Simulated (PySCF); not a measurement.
**Sb: electron affinity**

Sb- [Kr] 4d10 5s2 5p4 (3P) → Sb [Kr] 4d10 5s2 5p3 (4S), as a difference of total energies. Computed with PySCF 2.14 in aug-cc-pVTZ-DK3 (8s7p5d2f, 68 functions), with the spin-free X2C one-electron Hamiltonian (Gaussian nucleus). Correlated levels: valence: [Kr] 4d10 frozen. The calculations carry no spin-orbit coupling.

```csv
method,electron affinity (eV)
UHF,-0.057
LDA,1.189
PBE,0.964
PBE0,0.896
r2SCAN,0.923
B3LYP,1.086
wB97X,1.158
B2PLYP,0.883
TPSSh,0.898
MP2 (valence),0.605
SCS-MP2 (valence),0.659
```

A first-order spin-orbit estimate (lowest level to lowest level, LS coupling) adds 0.150 eV.

Errors of the correlated levels include the incompleteness of this basis and the frozen core.

A negative affinity means that the anion lies above the atom at that level of theory.

In the anion the highest occupied orbital energy is positive at LDA, PBE, PBE0, r2SCAN, B3LYP, B2PLYP, TPSSh, a self-interaction effect; the basis confines that electron, and the energy difference can still be sensible.

For comparison: 1.047 eV (measured; photodetachment measurements, as compiled on the Wikipedia data page of electron affinities).
